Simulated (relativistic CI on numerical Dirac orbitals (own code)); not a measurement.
**Hyperfine structure of Au LXIII, mass number 197**

Computed by Dirac-Coulomb-Breit CI, orbitals from a KLI potential per configuration, model QED (radiative potential, 1s self-energy scaled to tabulated hydrogen-like ionisation energies), unscaled Slater integrals (own radial code, finite nucleus).

CI space (outside the closed core [Ne]): 3s²3p⁵, 3s²3p⁴3d, 3s3p⁶, 3s3p⁵3d, 3s3p⁴3d², 3p⁶3d, 3s²3p³3d4p, 3s²3p⁴4s, 3s3p⁴3d4s, 3p⁶4s, 3p⁶4p, 3s²3p⁴4p, 3s²3p³3d², 3s²3p²3d³, 3s3p³3d³, 3s²3p²3d²4s, 3s²3p²3d²4p. Double excitations out of closed p, d and f shells are left out; levels of such configurations are missing from the list, as are those of other unlisted configurations, and high levels can miss mixing partners.

Nuclear spin I = 3/2, μ = 0.1452 μN, Q = 0.547 b (tables of Stone and Pyykkö). The electronic factors are computed for point nuclear moments, without core polarisation or the Bohr-Weisskopf and QED corrections.

| Level | E (10³ cm⁻¹) | A (GHz) | B (GHz) |
| --- | --- | --- | --- |
| 3s²3p⁵ ²P°3/2 | 0.0 | 25.78 | -296 |
| 3s²3p⁴3d ⁴P1/2 | 2135.2 | 39.46 |  |
| 3s²3p⁴3d ²D3/2 | 2329.0 | 14.7 | 187 |
| 3s²3p⁴3d ⁴F9/2 | 2968.5 | 14.61 | 78.7 |
| 3s²3p⁴3d ²P1/2 | 3035.4 | -16.88 |  |
| 3s²3p⁴3d ²D5/2 | 3225.5 | 7.46 | 345 |
| 3s²3p⁴3d ²D5/2 | 3320.8 | 10.95 | -278 |
| 3s²3p⁵ ²P°1/2 | 3852.1 | 254.5 |  |

Levels with J = 0, under 50 % of one LS term, or S terms without an open s electron are left out. Small factors come from cancelling terms and can be off by tens of per cent or more.

At this charge energies of transitions that change n are usually good to better than 1 %, and those within a shell (Δn = 0) to a few per cent.

**Question.** Give the hyperfine levels of 3s²3p⁴3d ⁴P1/2 relative to its centre of gravity.

**Answer.** With K = F(F + 1) − I(I + 1) − J(J + 1), E = AK/2: F = 1: -49.33, F = 2: 29.6 GHz.

LS names give the leading component of a level, which can be under half, so a name can repeat, a term be missing and a line seem to break the LS rules.
